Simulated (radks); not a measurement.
Task: All-electron atom: Sn II in [Kr] 4d10 5s2 5p1. Calculated with a radial shooting solver on a logarithmic mesh with Libxc functionals: Dirac Kohn-Sham, LDA (Slater exchange, Perdew-Wang correlation), spin-unpolarised, spherical densities, point nucleus; open shells fill j = l - 1/2 first.

Spin-orbit splittings of the eigenvalues, e(l+1/2) - e(l-1/2), with zeta = 2 splitting/(2l+1) and mean radii in bohr:

shell  occ.  splitting (eV)  zeta (eV)  <r> j=l-1/2  <r> j=l+1/2
2p        6           230.3      153.5       0.1058       0.1112
3p        6           42.05      28.03       0.3303       0.3415
3d       10           8.689      3.476       0.3127       0.3163
4p        6           7.655      5.103       0.8652       0.8955
4d       10           1.051     0.4206        1.090        1.105
5p        1               ?          ?        2.809        2.916

Estimate the 5p splitting.

Result: 0.5914 eV (zeta = 0.3942 eV).
